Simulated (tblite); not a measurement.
Compound: C8H9NSi.
Cartesian coordinates in Å at the GFN2-xTB level; atoms count from 1:
```xyz
19
C8H9NSi angstrom
C      4.558   -0.199   -0.329
C      3.369   -0.153   -0.171
C      1.968   -0.098    0.018
C      1.428   -0.047    1.303
C      0.063    0.009    1.483
C     -0.806    0.020    0.389
N     -2.167    0.081    0.586
Si    -3.434    0.122   -0.593
C     -0.260   -0.032   -0.895
C      1.104   -0.089   -1.078
H      5.597   -0.238   -0.468
H      2.087   -0.053    2.159
H     -0.348    0.047    2.483
H     -2.417    0.111    1.563
H     -3.410   -1.094   -1.410
H     -3.295    1.302   -1.451
H     -4.642    0.194    0.226
H     -0.921   -0.026   -1.748
H      1.515   -0.129   -2.076
```

All values are computed: GFN2-xTB (tblite) harmonic vibrations without scaling, gas phase. Against measured fundamentals such values can be off by several per cent, at times by over 20. Modes of hydrogen on silicon can be 10 to 20 % off. One conformer, not necessarily the lowest.

Harmonic wavenumbers (cm⁻¹): 51.5, 103.5, 105.5, 148.8, 165.7, 235.4, 331.2, 372.6, 401.4, 421.2, 424.6, 461.0, 495.9, 588.6, 590.1, 605.2, 626.8, 671.2, 682.7, 710.8, 765.2, 799.0, 805.0, 808.9, 828.9, 855.5, 901.3, 914.7, 942.3, 1019.1, 1134.4, 1188.0, 1219.7, 1241.2, 1282.9, 1331.6, 1359.9, 1428.3, 1497.6, 1561.7, 1603.8, 2226.3, 2245.9, 2255.8, 2283.0, 3057.4, 3079.4, 3085.9, 3092.6, 3393.7, 3444.7.

A = 4368, B = 520.9, C = 467.9 MHz; mass 147.050 u (most abundant isotopes); point group Cs, symmetry number 1.

Q: What is the zero-point energy?

A: ½Σν̃ = 29924 cm⁻¹ = 357.97 kJ/mol.

Q: Give the ideal-gas entropy at 200 K and 1 bar in the rigid-rotor, harmonic-oscillator model (classical rotation).

A: Translation 162.80, rotation 120.92, vibration 76.27: S = 360.0 J/(mol K).

Q: And Cp and H(200 K) − H(0)?

A: Cp = 128.40 J/(mol K), of which vibrations give 95.14 (their classical limit is 51 R = 424.0); H(200 K) − H(0) = 15.39 kJ/mol without the zero-point energy, 8.74 from vibrations.

Q: Blend soft modes into free rotors: weight 1/[1 + (100 cm⁻¹/ν̃)⁴] for the oscillator and the rest for a rotor with moment μB/(μ + B), μ = h/(8π²ν), B = 10⁻⁴⁴ kg m². What vibrational entropy results?

A: 72.54 J/(mol K) in place of 76.27, which changes −T·S at 200 K by +0.75 kJ/mol.

Q: Which modes carry the vibrational entropy at 200 K?

A: 51.5 cm⁻¹: 16.62; 103.5 cm⁻¹: 10.96; 105.5 cm⁻¹: 10.80; 148.8 cm⁻¹: 8.13; 165.7 cm⁻¹: 7.33; 235.4 cm⁻¹: 4.86 J/(mol K); the other 45 give 17.57 together.

Q: How do the functions run with temperature in this model?

A: 
```
 T (K)  S (J/(mol K))  Cp (J/(mol K))  H − H(0) (kJ/mol)  G − H(0) (kJ/mol)  ln q(vib)
   150          327.2           100.9               9.66             -39.42       2.64
   250          391.6           155.9              22.50             -75.41       5.26
298.15          421.2           180.9              30.62             -94.98       6.59
   400          481.0           226.5              51.45            -140.96       9.49
   600          585.9           289.9             103.59            -247.93      15.18
   900          715.3           346.8             199.90            -443.83      23.17
```

q(vib) and H(0) count from the zero-point level.

Hindered rotation and anharmonicity are outside this model. Other conformers, if any are populated, would add a mixing term that is left out.

Time: 1.4 s of wall time. Hardware: one thread, Arm Neoverse N1 (aarch64), shared host with 64 logical CPUs at a one-minute load of 60. This covers the Hessian and the dipole derivatives.
